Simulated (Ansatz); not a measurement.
This geometry of CH₄S₂Si (8 atoms, charge 0, multiplicity 1) is a first-order saddle point.

Theory: RKS PBE/def2-SVP in Ansatz 0.2.0.

```xyz
8
Properties=species:S:1:pos:R:3
C -0.577 1.028 -0.338
Si -0.186 -0.305 0.974
S 2.009 -0.657 0.903
S 0.983 -1.962 -0.400
H -1.574 0.846 -0.789
H -0.618 2.014 0.172
H 0.194 1.068 -1.132
H -0.231 -2.033 0.611
```

Task: Which two structures does it join? (They come from a converged band through this point; their orientation in space is the band's.)

Result: Bonds broken: Si2–H8. Bonds formed: S4–H8.

Image 0:

```xyz
8
Properties=species:S:1:pos:R:3
C -0.570 0.925 -0.359
Si 0.089 -0.650 0.404
S 2.154 -0.764 0.930
S 1.327 -1.934 -0.769
H -1.494 0.719 -0.938
H -0.821 1.663 0.431
H 0.189 1.364 -1.035
H -0.873 -1.322 1.335
```

Image 10:

```xyz
8
Properties=species:S:1:pos:R:3
C -0.565 1.135 -0.422
Si -0.489 -0.108 1.056
S 1.780 -0.554 1.011
S 0.661 -1.851 -0.214
H -1.568 1.095 -0.898
H -0.458 2.155 0.013
H 0.218 1.022 -1.199
H 0.423 -2.893 0.652
```

Task: How far does it lie above each of them?

Result: 1.71 eV above the first and 0.43 eV above the second. This is the barrier of this one path; another mechanism may lie lower. The orbitals stay closed-shell, which can raise the energy where a bond breaks towards radicals; this wasn't checked here.

Time of the run: 72 s on 2 threads of Intel(R) Xeon(R) Platinum 8488C (Sapphire Rapids) (shared host), peak memory 0.15 GiB.
